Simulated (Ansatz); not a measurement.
Process, species as SMILES: CC[CH]CCO → CCC[C@H](C)[O]
Geometries: B3LYP-D3(BJ)/def2-TZVP minima from Ansatz (a quantum-chemistry and plane-wave program), one conformer each, not searched for the lowest.

Wanted: isomerisation energy (electronic energy difference), in eV. Correlated levels leave the core frozen unless marked. UHF or UKS for open shells. Spin-orbit coupling is left out. Non-relativistic. CBS(X,Y): correlation extrapolated as X^-3; Hartree-Fock from the larger set. [CCSD(T)-MP2]/basis is that difference in the basis named.

```tsv
level	program	isomerisation energy (eV)
BLYP-D3(BJ)/def2-TZVPD	Ansatz + dftd3	0.04
LC-wPBE-D3(BJ)/def2-TZVPD	Ansatz + dftd3	0.09
```

Question: Predict the RI-MP2/CBS(cc-pVTZ,cc-pVQZ)+[CCSD(T)-MP2]/cc-pVTZ result (Ansatz).

Answer: 0.13 eV, so LC-wPBE-D3(BJ)/def2-TZVPD differs from it by -0.04 eV.
